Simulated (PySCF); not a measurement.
Vertical excitations of a molecule C4H12O4Si from TDA-LC-ωPBE/def2-SVP run with PySCF, as energy in eV (oscillator strength): 9.12 (0.003), 9.12 (0.003), 9.36 (0.000), 9.58 (0.004), 9.95 (0.001), 9.95 (0.001), 10.09 (0.003), 10.17 (0.000), 10.26 (0.000), 10.32 (0.131). Lowest triplet (TDA): 8.55 eV. The structure is a stationary point at B3LYP-D3(BJ)/def2-SVP. The values are those of a single conformer.

Task: Which molecule gave these data?
(A) CO[Si](OC)(OC)OC
(B) CC(C)(C)O[Si](O)(O)O
(C) CCO[Si](O)(O)OCC
(D) CCO[Si](O)(OC)OC

Result: A, CO[Si](OC)(OC)OC
